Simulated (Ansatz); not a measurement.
Reaction (SMILES): N[Si](N)(O)O → N[Si](N)([O])O + H atom (the H-O bond at the site shown breaks; other sites are not compared here)
Geometries: B3LYP-D3(BJ)/def2-TZVP minima from Ansatz (a first-principles code), one conformer each, not searched for the lowest. Frequencies are from Ansatz.
Geometry of the first species:
```
Si
O 1 1.6454
H 2 0.9603 1 115.57
O 1 1.6557 2 102.79 3 -17.42
H 4 0.9598 1 116.94 2 177.90
N 1 1.6988 2 104.51 3 -143.06
H 6 1.0050 1 122.77 2 -166.76
H 6 1.0056 7 113.13 1 162.86
N 1 1.7111 2 119.43 3 99.48
H 9 1.0077 1 120.24 2 -76.14
H 9 1.0079 10 111.21 1 -147.44
```

Property: bond dissociation energy (enthalpy at 298 K, with B3LYP-D3(BJ) rigid-rotor harmonic-oscillator terms), in kcal/mol. Correlated levels leave the core frozen unless marked. Open shells are spin-unrestricted. No spin-orbit coupling. No relativistic terms. CBS(X,Y): correlation extrapolated as X^-3; Hartree-Fock from the larger set. The bracket is a focal-point correction in the basis named.

| level | program | bond dissociation energy (kcal/mol) |
|---|---|---|
| PBE0/def2-SVP | Ansatz | 110.9 |

Task: Predict the RI-MP2/CBS(cc-pV(T+d)Z,cc-pV(Q+d)Z)+[CCSD(T)-MP2]/cc-pV(T+d)Z result (Ansatz).

Result: 121.6 kcal/mol, so PBE0/def2-SVP differs from it by -10.7 kcal/mol.
